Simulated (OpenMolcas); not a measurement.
# V+: effect of the basis set

* Program: OpenMolcas 26.06
* Method: CASSCF
* Active space: 4 electrons in 6 orbitals (3d 4s)
* State averaging: 2S+1 = 5 even, 15 roots; 2S+1 = 3 even, 80 roots kept (CI in the orbitals of an earlier block); 2S+1 = 1 even, 63 roots kept (CI in the orbitals of an earlier block)
* Spin-orbit coupling: state interaction with AMFI integrals over the reference wave functions, term energies averaged over their components

A. ANO-RCC-VTZP [6s5p3d2f1g], DKH2, point nucleus; cost about 70 core-seconds
B. ANO-R2 [6s4p4d2f1g], X2C, finite nucleus; cost roughly 70 core-seconds
C. ANO-RCC-VQZP [7s6p4d3f2g1h], DKH2, point nucleus; cost roughly 60 core-seconds
D. ANO-R3 [7s5p5d3f2g1h], X2C, finite nucleus; cost of the order of 60 core-seconds

Energies in eV above 3d4 5D0, the measured ground level; measured values from NIST Handbook of Basic Atomic Spectroscopic Data.

```
            Level        A        B        C        D  Measured
       3d3 4s 5F1  -0.7065  -0.6783  -0.7098  -0.7068    0.3230
       3d3 4s 5F2  -0.6963  -0.6682  -0.6996  -0.6966    0.3332
       3d3 4s 5F3  -0.6811  -0.6532  -0.6842  -0.6814    0.3482
       3d3 4s 5F4  -0.6609  -0.6332  -0.6639  -0.6612    0.3680
       3d3 4s 5F5  -0.6360  -0.6085  -0.6387  -0.6362    0.3921
          3d4 5D0   0.0000   0.0000   0.0000   0.0000    0.0000
          3d4 5D1   0.0052   0.0052   0.0053   0.0052    0.0045
          3d4 5D2   0.0156   0.0154   0.0157   0.0156    0.0132
          3d4 5D3   0.0308   0.0305   0.0311   0.0308    0.0259
          3d4 5D4   0.0506   0.0501   0.0511   0.0507    0.0421
    3d3 4s 3F2(1)   0.4083   0.5238   0.4701   0.4852          
    3d3 4s 3F3(1)   0.4336   0.5488   0.4956   0.5105          
    3d3 4s 3F4(1)   0.4666   0.5814   0.5288   0.5434          
       3d3 4s 5P1   1.0005   1.0204   0.9927   0.9940          
       3d3 4s 5P2   1.0098   1.0295   1.0020   1.0032          
       3d3 4s 5P3   1.0265   1.0460   1.0188   1.0199          
       3d3 4s 3G3   1.2689   1.3073   1.2749   1.2789          
       3d3 4s 3G4   1.2801   1.3185   1.2863   1.2901          
       3d3 4s 3G5   1.2950   1.3332   1.3013   1.3050          
    3d3 4s 3P0(1)   1.6825   1.6988   1.6783   1.6790          
    3d3 4s 3P1(1)   1.7013   1.7176   1.6970   1.6976          
    3d3 4s 3P2(1)   1.7365   1.7528   1.7319   1.7323          
3d3 4s 3H4 [72 %]   1.7993   1.8359   1.8077   1.8111          
       3d3 4s 3H5   1.8243   1.8523   1.8263   1.8287
```

A puts 3d3 4s 5F1 lowest. B puts 3d3 4s 5F1 lowest. C puts 3d3 4s 5F1 lowest. D puts 3d3 4s 5F1 lowest.

Deviations, from unrounded energies. A percentage is the sum of absolute deviations over the sum of measured energies, with the sign that they share, or ± where signs differ.

```
                  Against measurement  Levels       A       B       C       D
       mean absolute deviation (cm-1)       9    4600    4500    4600    4600
fine structure of the ground term (%)       4   +19.4   +18.0   +20.4   +19.4
             other configurations (%)       5  -291.6  -283.7  -292.5  -291.7
```

A, B, C, D lie about equally close to measurement. The largest miss of B in the table is 3d3 4s 5F3, by -8100 cm-1. The ranking rests on the paired levels alone, and a cruder setting can come out closer through cancelling errors.

Among A to D the level of the table that moves most is 3d3 4s 3F2(1), by 930 cm-1 (lowest in A, highest in B).

Without dynamic correlation excited terms often stand tens of per cent too high (terms of higher spin than the ground term too low), and those without a measured partner can miss by more than the paired ones. Terms from blocks run as CI alone lack orbitals of their own. The lowest computed level is not the ground level that NIST lists (5D0). Configurations are named by rounded mean occupations; where the s occupation lies near a half they are strongly mixed, a name can repeat and a true partner stay unpaired. A single d shell beside an s shell can misplace configurations of different d count against each other. Computed and measured levels are paired by configuration, term and J; levels that our copy of the source lacks, or whose pairing is in doubt (as where it misses far off the trend of its configuration), stay unpaired and out of the deviations. Only configurations of the active space appear. The table leaves out levels that lie high or whose names do not pair safely across all columns.

A share in square brackets marks a mixed level and gives the weight of the term that names it, the lowest over the columns. A number in round brackets counts repeated terms of one configuration in the order of the reference energies.
